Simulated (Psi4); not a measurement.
C5H9NO, charge +1, doublet (typed; the unrestricted solution is spin-contaminated), geometry from GFN2-xTB (a state made from the parent by changing its charge; the spin is typed, not shown lowest); CCSD(T)/STO-3G run with Psi4 1.11.

Here is a job for Psi4.
```
memory 2 GB

molecule mol {
1 2
C     2.082903   -0.157738    0.015069
N     0.713104    0.161016   -0.057481
C     0.156027    1.202339   -0.829411
C    -1.354532    0.980024   -0.835615
C    -1.601674   -0.114053    0.195732
C    -0.255873   -0.681092    0.535840
O     0.049279   -1.631597    1.187466
H     2.702999    0.730373   -0.112362
H     2.372456   -0.872918   -0.770988
H     2.277628   -0.667577    0.965139
H     0.593956    1.240072   -1.837035
H     0.415941    2.175685   -0.377208
H    -1.908501    1.890992   -0.605564
H    -1.682579    0.668082   -1.830456
H    -2.030195    0.275018    1.125580
H    -2.288775   -0.890941   -0.144164
}

set {
  basis sto-3g
  reference uhf
  freeze_core true
  mp2_type conv
  scf_type pk
  puream true
  d_convergence 1e-8
}

energy('ccsd(t)')
print_variables()
```

Output, abridged:

```
   => Loading Basis Set <=

    Name: STO-3G
    Role: ORBITAL
    Keyword: BASIS

         ---------------------------------------------------------
                                   SCF
               by Justin Turney, Rob Parrish, Andy Simmonett
                          and Daniel G. A. Smith
                              UHF Reference
         ---------------------------------------------------------

  ==> Geometry <==

    Molecular point group: c1
    Full point group: C1

    Geometry (in Angstrom), charge = 1, multiplicity = 2:

       Center              X                  Y                   Z               Mass
    ------------   -----------------  -----------------  -----------------  -----------------
         C            2.087419599268    -0.112270477410    -0.020792679843    12.000000000000
         N            0.717620599268     0.206483522590    -0.093342679843    14.003074004430
         C            0.160543599268     1.247806522590    -0.865272679843    12.000000000000
         C           -1.350015400732     1.025491522590    -0.871476679843    12.000000000000
         C           -1.597157400732    -0.068585477410     0.159870320157    12.000000000000
         C           -0.251356400732    -0.635624477410     0.499978320157    12.000000000000
         O            0.053795599268    -1.586129477410     1.151604320157    15.994914619570
         H            2.707515599268     0.775840522590    -0.148223679843     1.007825032230
         H            2.376972599268    -0.827450477410    -0.806849679843     1.007825032230
         H            2.282144599268    -0.622109477410     0.929277320157     1.007825032230
         H            0.598472599268     1.285539522590    -1.872896679843     1.007825032230
         H            0.420457599268     2.221152522590    -0.413069679843     1.007825032230
         H           -1.903984400732     1.936459522590    -0.641425679843     1.007825032230
         H           -1.678062400732     0.713549522590    -1.866317679843     1.007825032230
         H           -2.025678400732     0.320485522590     1.089718320157     1.007825032230
         H           -2.284258400732    -0.845473477410    -0.180025679843     1.007825032230

  Running in c1 symmetry.

  Rotational constants: A =      0.12949  B =      0.10035  C =      0.05913 [cm^-1]
  Rotational constants: A =   3881.97657  B =   3008.32220  C =   1772.61077 [MHz]
  Nuclear repulsion =  317.597536663528217

  Charge       = 1
  Multiplicity = 2
  Electrons    = 53
  Nalpha       = 27
  Nbeta        = 26

  ==> Algorithm <==

  SCF Algorithm Type is PK.
  DIIS enabled.
  MOM disabled.
  Fractional occupation disabled.
  Guess Type is SAD.
  Energy threshold   = 1.00e-08
  Density threshold  = 1.00e-08
  Integral threshold = 1.00e-12

  ==> Primary Basis <==

  Basis Set: STO-3G
    Blend: STO-3G
    Number of shells: 30
    Number of basis functions: 44
    Number of Cartesian functions: 44
    Spherical Harmonics?: true
    Max angular momentum: 1

  ==> Integral Setup <==

  Using in-core PK algorithm.
   Calculation information:
      Number of atoms:                  16
      Number of AO shells:              30
      Number of primitives:             90
      Number of atomic orbitals:        44
      Number of basis functions:        44

      Integral cutoff                 1.00e-12
      Number of threads:                 1

  Performing in-core PK
  Using 981090 doubles for integral storage.
  We computed 101500 shell quartets total.
  Whereas there are 108345 unique shell quartets.

  ==> DiskJK: Disk-Based J/K Matrices <==

    J tasked:                  Yes
    K tasked:                  Yes
    wK tasked:                  No
    Schwarz Cutoff:          1E-12

  Minimum eigenvalue in the overlap matrix is 1.9875950169E-01.
  Reciprocal condition number of the overlap matrix is 7.6048418872E-02.
    Using symmetric orthogonalization.

  ==> Pre-Iterations <==

[...]
  @UHF Final Energy:  -319.68211152994240
    Total Energy =                       -319.6821115299424036
[...]
             12   1        -0.0624626026
              8   1        -0.0504502346
             17   0        -0.0501597392
             18   0         0.0453622327
             12   0         0.0335544736
             10   0        -0.0279141349
             18   3         0.0245092076
             14   1         0.0214086191

    Largest TIJAB Amplitudes:
     12  11  16   0         0.0129137402
     11   9  16   0         0.0111125100
     13  11  16   0        -0.0082179002
     11   9   5   0        -0.0072979500
     11   0  16   0         0.0072702008
     11   8  16   0        -0.0072322072
     12  11   2   0         0.0060819377
     19  16   2   0         0.0059408386
     19  16   3   0        -0.0057730630
     19  16  13   0         0.0056967274

    Largest Tijab Amplitudes:
     18  17   3   0        -0.0135831422
     18  15   3   0         0.0120371690
     18  17   4   1        -0.0103746060
     18  17   3   1         0.0100564251
     18  12   3   0         0.0094950735
     18  15   2   0        -0.0093845026
     18  17   4   0         0.0093420779
     17  13  17   1        -0.0084983486
     18   8   2   0        -0.0083302186
     15  13  17   1         0.0082106618

    Largest TIjAb Amplitudes:
     11  17   0   1         0.0765692639
     11  15   0   1        -0.0697992311
     11  12   0   1        -0.0559092493
     16  17   0   0        -0.0492667736
     16  15   0   0         0.0453967613
     11  17   0   0        -0.0428982236
     11   8   0   1        -0.0387083736
     11  15   0   0         0.0374188433
     16  17   0   1         0.0333890433
     16  12   0   0         0.0304222428

    SCF energy       (wfn)                    = -319.682111529942404
    Reference energy (file100)                = -319.682111529942517

    Opposite-spin MP2 correlation energy      =   -0.270987815663267
    Same-spin MP2 correlation energy          =   -0.052102666141977
    Singles MP2 correlation energy            =   -0.000000000000000
    MP2 correlation energy                    =   -0.323090481805244
      * MP2 total energy                      = -320.005202011747770

    Opposite-spin CCSD correlation energy     =   -0.382687753715843
    Same-spin CCSD correlation energy         =   -0.049640287487406
    Singles CCSD correlation energy           =   -0.000000000000000
    CCSD correlation energy                   =   -0.432328041203249
      * CCSD total energy                     = -320.114439571145795

            **************************
            *                        *
            *        CCTRIPLES       *
            *                        *
            **************************

    Wave function   =    CCSD_T
    Reference wfn   =      UHF

    Nuclear Rep. energy (wfn)                =  317.597536663528217
    SCF energy          (wfn)                = -319.682111529942404
    Reference energy    (file100)            = -319.682111529942517
    CCSD energy         (file100)            =   -0.432328041203249
    Total CCSD energy   (file100)            = -320.114439571145795

    Number of ijk index combinations:
    Spin Case AAA:                                1140
    Spin Case BBB:                                 969
    Spin Case AAB:                                3610
    Spin Case ABB:                                3420
    AAA (T) energy                             =   -0.000108949689373
    BBB (T) energy                             =   -0.000212871371290
    AAB (T) energy                             =   -0.002723671347836
    ABB (T) energy                             =   -0.003336435568678
    (T) energy                                   =   -0.006381927977176
      * CCSD(T) total energy                     = -320.120821499122940

  Variable Map:
  ----------------------------------------------------------------------------
[...]
  Array Variable Map:
  ----------------------------------------------------------------------------
[...]
[...]
```
